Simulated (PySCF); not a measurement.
**HfF₃ + 3 HCl → HfCl₃ + 3 HF**

Level: PBE0 in the def2-TZVP basis family, computed in PySCF with density fitting; scalar-relativistic core potentials for atoms from Rb on, none lighter, no spin–orbit coupling; open shells unrestricted.

| species | state and structure | E (Eh) | ZPE (kJ/mol) | H(298 K) − H(0) (kJ/mol) | S° (J/(mol K)) |
| --- | --- | --- | --- | --- | --- |
| HfF₃ | doublet, D3h, Hf–F 1.902 Å (×3) | -347.60814 | 13.8 | 16.5 | 322.1 |
| HCl | singlet, C∞v, H–Cl 1.279 Å | -460.66440 | 17.9 | 8.7 | 186.6 |
| HfCl₃ | doublet, D3h, Hf–Cl 2.325 Å (×3) | -1428.40748 | 8.2 | 18.7 | 356.1 |
| HF | singlet, C∞v, H–F 0.920 Å | -100.39188 | 24.9 | 8.7 | 173.6 |

**Question.** What is the electronic reaction energy?

**Answer.** At PBE0/def2-TZVP, ΔE = 47.8 kJ/mol from the differences of the total energies times 2625.5, uphill. 

**Question.** Add zero-point, thermal and entropy terms for 298.15 K and 1 bar.

**Answer.** ΔZPE = 15.4 and Δ[H(298) − H(0)] = 2.2 kJ/mol give ΔH° = 65.4 kJ/mol. ΔS° = -5.0 J/(mol K), so ΔG° = 65.4 − 298.15 × (-0.0050) = 67 kJ/mol and log₁₀K = -11.7.

Spin–orbit coupling can matter for HfF₃, HfCl₃ and is left out. Open d or f shells are single determinants, so the state found may not be the ground state. Only the bonding shown was studied: isomers, or loss of a ligand pair, can lie lower.
